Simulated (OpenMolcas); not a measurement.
# 5s2 5p along the 49-electron sequence

| Property | Result |
| --- | --- |
| Program | OpenMolcas 26.06 |
| Method | CASSCF |
| Basis | ANO-RCC-VTZP |
| Scalar Hamiltonian | DKH2, point nucleus |
| Spin-orbit coupling | state interaction with AMFI integrals over the reference wave functions, term energies averaged over their components |

Active space for each ion: 3 electrons in 4 orbitals (5s 5p).

Computed levels in cm-1 above 2P* 1/2:

```csv
Level,In,Sn+,Sb2+,Te3+,I4+,Xe5+
2P* 3/2,2098,3792,5811,8224,11062,13780
weight of 2P* in the lowest level (%),100,100,100,100,100,100
```

Measured, with the error of the calculation in %. Measured levels: In, Sn+ from NIST Handbook of Basic Atomic Spectroscopic Data; Sb2+, Te3+ from Moore, Atomic Energy Levels, vol. III, NSRDS-NBS 35 (1971 reprint of NBS Circular 467, 1958); Xe5+ from Saloman, J. Phys. Chem. Ref. Data 33, 765 (2004).

| Level | In | Sn+ | Sb2+ | Te3+ | Xe5+ |
| --- | --- | --- | --- | --- | --- |
| 2P* 3/2 | 2213 (-5.2) | 4251 (-10.8) | 6576 (-11.6) | 9223 (-10.8) | 15599 (-11.7) |

The fine-structure level 2P* 3/2 changes by a factor of 6.57 from In to Xe5+. Its fourth root runs 6.77, 7.85, 8.73, 9.52, 10.26, 10.83, with steps per unit of Z of 1.08, 0.88, 0.79, 0.73, 0.58; equal steps would mean a (Z - σ)^4 law with constant σ.

Some high roots are left out of the spin-orbit mixing, which shifts the levels that they would mix with (holds for In). Without dynamic correlation excited terms often stand tens of per cent too high (terms of higher spin than the ground term too low), and those without a measured partner can miss by more than the paired ones (holds for In). Measured partners are found by configuration, term and J. A level has none where our copy of the source lacks it or the pairing is in doubt (some pairs that miss far off the trend of their configuration count as doubtful), and it then counts in no deviation. Only configurations of the active space appear.

* marks odd parity.
